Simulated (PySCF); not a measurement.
2-pyrimidin-2-yl-1,3-thiazole (C7H5N3S), SMILES c1cnc(-c2nccs2)nc1. Atoms are numbered in the order given.

```xyz
16

C     -0.1152    -3.3780     0.0000
C      1.1389    -2.7608     0.0000
N      1.2848    -1.4377     0.0000
C      0.1605    -0.7116     0.0000
C      0.2758     0.7559     0.0000
N      1.3839     1.4443     0.0000
C      1.1327     2.7844     0.0000
C     -0.1973     3.1384     0.0000
S     -1.1891     1.7285     0.0000
N     -1.0896    -1.2014     0.0000
C     -1.2216    -2.5252     0.0000
H     -0.2240    -4.4636     0.0000
H      2.0591    -3.3571     0.0000
H      1.9643     3.4915     0.0000
H     -0.6267     4.1388     0.0000
H     -2.2436    -2.9215     0.0000
```

The structure is a stationary point at B3LYP-D3(BJ)/def2-SVP. One conformer was computed; it need not be the lowest.

All values below come from PBE/pcSseg-1 in PySCF.

GIAO shieldings, no solvent; atoms listed in one row are averaged. δ = σ(ref) − σ: ¹³C against TMS (σ = 182.0 ppm); ¹⁵N against NH3 (σ = 267.0 ppm); ³³S against H2S (σ = 706.5 ppm); ¹H against TMS (σ = 31.49 ppm), references at their B3LYP-D3(BJ)/def2-TZVP geometries, non-relativistic.

| nucleus | atoms | count | δ (ppm) |
|---|---|---|---|
| ¹³C | C5 | 1 | 173.6 |
| ¹³C | C4 | 1 | 165.2 |
| ¹³C | C2 | 1 | 163.8 |
| ¹³C | C11 | 1 | 162.0 |
| ¹³C | C7 | 1 | 150.5 |
| ¹³C | C8 | 1 | 133.3 |
| ¹³C | C1 | 1 | 126.0 |
| ¹⁵N | N6 | 1 | 373.8 |
| ¹⁵N | N3 | 1 | 335.9 |
| ¹⁵N | N10 | 1 | 330.1 |
| ³³S | S9 | 1 | 532.1 |
| ¹H | H13 | 1 | 9.20 |
| ¹H | H16 | 1 | 9.00 |
| ¹H | H14 | 1 | 8.31 |
| ¹H | H15 | 1 | 7.55 |
| ¹H | H12 | 1 | 7.08 |
